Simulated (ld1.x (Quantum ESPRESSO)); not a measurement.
# N (Z = 7): one change to an RRKJ potential, before and after

nitrogen, norm-conserving RRKJ (Kleinman–Bylander form), made with ld1.x (Quantum ESPRESSO) 7.5 (PBEsol, scalar-relativistic). Core [He], reference 2s1 2p4. Waves: 2p (bound): rc 1.80 bohr; 3d channel at 0.2 Ry: rc 1.95 bohr; 2s (bound): rc 0.85 bohr. Local part: the s channel. Core correction: Bessel-smoothed model core inside 0.85 bohr. rho0 = 0.005.

All-electron outer shells of the reference configuration (PBEsol, scalar-relativistic, ld1.x):

| shell | level (eV) | outermost node (bohr) | outermost maximum (bohr) |
| --- | --- | --- | --- |
| 1s | -383.89 | – | 0.15 |
| 2s | -18.91 | 0.32 | 1.02 |
| 2p | -7.46 | – | 0.97 |

Change: wave 2p (bound): rc 1.80 bohr becomes 2p (bound): rc 2.46 bohr.

Cutoffs: the cutoffs (Ry, on a coarse ladder) from which the occupation-weighted sum of valence levels, in a spherical-Bessel basis at the reference potential, stays within 10 and 1 mRy of its value at 400 Ry; they do not see the model core or the augmentation charge, which bear on the density cutoff. Errors are all-electron minus pseudo energies relative to the spin-unpolarised reference configuration.

Problem. How do hardness, ghosts and transferability respond?

Solution. The potential gets neither clearly harder nor softer (50 Ry and 120 Ry → 45 Ry and 120 Ry); the s channel sets the loose cutoff, while the largest relative change is in p, which becomes softer; of the 7 tests that both files solve, the error grows in 7 and shrinks in 0 by more than 15 % and 0.3 meV (median size 12.7 → 89.2 meV); neither file shows a bound ghost. More of the atom is replaced by a form fitted at one configuration, so other configurations suffer.

```tsv
quantity	base	changed
cutoff, loose	50 Ry	45 Ry
cutoff, tight	120 Ry	120 Ry
loose cutoff by channel (10 mRy a level)	p 30 Ry, s 45 Ry	p 18 Ry, s 45 Ry
bound ghosts	none	none
error for 2s2 2p3, meV [ΔE -11.43 eV]	-0.4	-50
error for 2s2 2p2, meV [ΔE 2.09 eV]	+102	+352
error for 2s2 2p1, meV [ΔE 30.82 eV]	+504	+1792
error for 2s1 2p3, meV [ΔE 13.80 eV]	+13	+89
error for 2s2 2p3.3, meV [ΔE -13.04 eV]	-9.9	-88
error for 2s1 2p0, meV [ΔE 155.23 eV]	+2706	+8739
error for 2s0 2p5, meV [ΔE 11.46 eV]	0.0	-49
```
